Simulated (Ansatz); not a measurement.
Spin states of CrO3 (SMILES [O]=[Cr](=[O])=[O]), each relaxed at B3LYP-D3(BJ)/def2-TZVP; lowest solutions found, singlets restricted, no spin–orbit coupling, no relativity up to Kr.
Multiplicity 1 (charge 0, multiplicity 1):
```xyz
4

Cr     0.1322    -0.0998    -0.1868
O     -1.1087    -1.0669    -0.0869
O     -0.1482     1.2958    -0.8644
O      1.0669    -0.0622     1.0821
```
Multiplicity 3 (charge 0, multiplicity 3):
```tsv
atom	x (Å)	y (Å)	z (Å)
Cr	0.1160	-0.1252	-0.1359
O	-1.1098	-1.1122	-0.0788
O	-0.1563	1.3999	-0.9409
O	1.0922	-0.0955	1.0995
```

The values were computed with Ansatz (Gaussian orbitals). Each number belongs to the level named beside it.

The energy of multiplicity 3 less that of multiplicity 1 (kcal/mol) and the share of exact exchange:

```
functional          exact exchange (%)  value
------------------  ------------------  -----
PBE/def2-TZVPP                       0  31.04
PBE0/def2-TZVPP                     25  18.79
BLYP/def2-TZVPP                      0  27.72
B3LYP/def2-TZVPP                    20  19.94
BHLYP/def2-TZVPP                    50  -2.68
r2SCAN/def2-TZVPP                    0  25.81
r2SCANh/def2-TZVPP                  10  20.81
```

**Question.** Take the value as linear in the share of exact exchange along PBE and PBE0. Give the slope, say whether the sign turns, and set the other functionals against that line.

**Answer.** 
Slope: (18.79 − (31.04))/2.5 = -4.90 kcal/mol for each 10 %. The line crosses zero at 63 %, where the sign would turn. At 50 % it gives 6.5 kcal/mol. The LYP pair gives (-2.68 − (27.72))/5 = -6.08 for each 10 %. BHLYP, at 50 %, lies -9.2 from the PBE line. B3LYP, at 20 %, lies -1.3 from the PBE line. r2SCAN, with none, stands -5.2 from PBE. The r2SCAN pair gives -5.00 for 10 %.

Doubts at one or more of the structures used: a spin-contaminated determinant (BHLYP/def2-TZVPP).

Ansatz is a program for electronic structure.
